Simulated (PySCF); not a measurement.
## Electric field gradients and quadrupole coupling constants

Species: C₅H₉OP.
Geometry (GFN2-xTB, Å), atoms numbered from 1 in this order:
```xyz
16
C5H9OP angstrom
C      1.0654   -0.2880    2.4903
C      1.2336    0.1202    1.3774
C      1.3906    0.5959    0.0296
P     -0.0972    0.2649   -1.0174
C     -1.4876    1.0395   -0.1113
C     -0.3673   -1.5422   -0.8913
O      0.0654    0.7510   -2.3937
H      0.9374   -0.6389    3.4704
H      2.2393    0.1103   -0.4624
H      1.5571    1.6778    0.0113
H     -1.5471    0.6787    0.9106
H     -2.4098    0.8165   -0.6442
H     -1.3342    2.1172   -0.1174
H     -1.2785   -1.7892   -1.4325
H      0.4705   -2.0425   -1.3738
H     -0.4451   -1.8622    0.1430
```

Field gradients from the PBE0/pcSseg-1 density (PySCF, non-relativistic), principal values in atomic units, ordered |Vxx| ≤ |Vyy| ≤ |Vzz|:

| atom | Vxx | Vyy | Vzz |
| --- | --- | --- | --- |
| O7 | -0.3766 | -0.4606 | 0.8373 |

Find the asymmetry η = (Vxx − Vyy)/Vzz and the couplings χ = eQV/h (234.96 MHz × Q in barn × V in au), with Q(17O) = −0.0256 b.

```
atom        environment  nucleus     η  χzz (MHz)  χxx (MHz)  χyy (MHz)
  O7  phosphoryl oxygen      17O  0.10      -5.04       2.27       2.77
```

The tensor is traceless: Vxx + Vyy + Vzz = 0.

What is Vzz at O7 in SI units (1 au = 9.71736 × 10²¹ V/m²)?

0.8373 au = 8.136 × 10²¹ V/m².

And the gradient at the other heavy atoms, for which no coupling is worked out here?

| atom | environment | Vzz (au) | η |
| --- | --- | --- | --- |
| C1 | terminal alkyne carbon | -0.269 | 0.03 |
| C2 | alkyne carbon | -0.284 | 0.03 |
| C3 | sp3 carbon bound to phosphorus | 0.115 | 0.25 |
| P4 | phosphoryl phosphorus | -0.403 | 0.57 |
| C5 | sp3 carbon bound to phosphorus | 0.050 | 0.24 |
| C6 | sp3 carbon bound to phosphorus | 0.050 | 0.24 |

What couplings would deuterons (Q(2H) = 0.00286 b) have in place of the hydrogens, at this geometry?

```
atom  bonded to  bond length (Å)  Vzz (au)     η  χzz (kHz)
  H8         C1            1.049    0.3971  0.00        267
  H9         C3            1.095    0.2988  0.02        201
 H10         C3            1.095    0.2986  0.02        201
 H11         C5            1.085    0.3177  0.01        214
 H12         C5            1.088    0.3156  0.02        212
 H13         C5            1.089    0.3143  0.02        211
 H14         C6            1.088    0.3154  0.02        212
 H15         C6            1.089    0.3143  0.02        211
 H16         C6            1.085    0.3177  0.01        213
```

Isolated species at its GFN2-xTB geometry (one conformer only). GFN2-xTB bond lengths can be off by several hundredths of an ångström, more for odd bonds, and the gradients follow them. With a basis this small, the couplings can be 20 % off.
